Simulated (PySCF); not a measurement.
All values are calculated (PySCF): shielding tensors at PBE0/pcSseg-1 (GIAO), structure optimised with GFN2-xTB. In vacuum, single conformer, non-relativistic, fast rotation and ring inversion assumed for equivalent nuclei.

Chemical shifts δ = σref − σ; TMS for ¹H (31.72 ppm) and ¹³C (186.93 ppm), all at this level. Shifts are as computed. Against solution values, carbons near 30 ppm lie about +3 ppm off and those near 130 ppm about +5 ppm. Of 1211 compounds with measured shifts, 218 miss one by over three times the rms of a fit or turn the order of signals round; such compounds aren't used in these exercises.

(1) Order these molecules by the shift of their most shielded carbon-bound hydrogen, lowest δ first.
A. Cc1ncc(C(F)(F)F)cp1
B. CN(C)[Si@@H]([SiH3])[SiH2]P
C. CC#CC[Si](P)(P)Cl
D. C[SiH2]O[SiH2]O[SiH2]P
E. CC1=C(C)P1C(C)C

(2) Order these molecules by the shift of their most deshielded carbon, lowest δ first.
A. CN(C)[Si@@H]([SiH3])[SiH2]P
B. CC#CC[Si](P)(P)Cl
C. C[SiH2]O[SiH2]O[SiH2]P
D. Cc1ncc(C(F)(F)F)cp1
E. CC1=C(C)P1C(C)C

(3) How many ¹³C and ¹H signals does each give (equivalence by symmetry and fast rotation, but not about amide C–N or C=N bonds)? `C[SiH2]O[SiH2]O[SiH2]P`, `CC#CC[Si](P)(P)Cl`, `Cc1ncc(C(F)(F)F)cp1`, `CC1=C(C)P1C(C)C`, `CN(C)[Si@@H]([SiH3])[SiH2]P`

Answers

(1) E (0.33 ppm, hydrogen on an sp3 CH bonded to P), D (0.66 ppm, hydrogen on a methyl carbon bonded to Si), C (1.97 ppm, hydrogen on a propargylic methyl carbon), B (2.48 ppm, hydrogen on a methyl carbon bonded to N), A (3.34 ppm, hydrogen on a methyl carbon on an aromatic ring).

(2) C (1.7 ppm, methyl carbon bonded to Si), A (43.8 ppm, methyl carbon bonded to N), B (85.8 ppm, alkyne carbon), E (133.2 ppm, fully substituted alkene carbon), D (208.9 ppm, substituted aromatic carbon next to a ring nitrogen).

(3) C[SiH2]O[SiH2]O[SiH2]P: 1 C, 5 H; CC#CC[Si](P)(P)Cl: 4 C, 3 H; Cc1ncc(C(F)(F)F)cp1: 6 C, 3 H; CC1=C(C)P1C(C)C: 4 C, 3 H; CN(C)[Si@@H]([SiH3])[SiH2]P: 1 C, 6 H.
